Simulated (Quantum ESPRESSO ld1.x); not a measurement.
Q: These are the eigenvalues of the occupied orbitals of an atom or ion with whole-number occupations (eV). All-electron calculation, scalar-relativistic Kohn-Sham, LDA (Slater exchange, Perdew-Zunger correlation), spin-polarised, spherical densities, point nucleus. Program: ld1.x of Quantum ESPRESSO 7.5.

1s up: -706.132
1s down: -702.906
2s up: -69.8741
2s down: -63.2478
2p up: -51.5182

Which element is it, and in what charge state? The configuration may be excited. Open shells, if any, are filled with parallel spins first.

A: Z = 9, fluorine, charge +2: F2+ in [He] 2s2 2p3. The list shows which subshells hold electrons but not how many an open one holds; the 1s level, -25.95 hartree, gives Z - s = 7.2 by -(Z - s)^2/2, which with screening and relativity narrows Z to a few neighbours, and the depths of the outer levels then fix element, charge and occupations together.
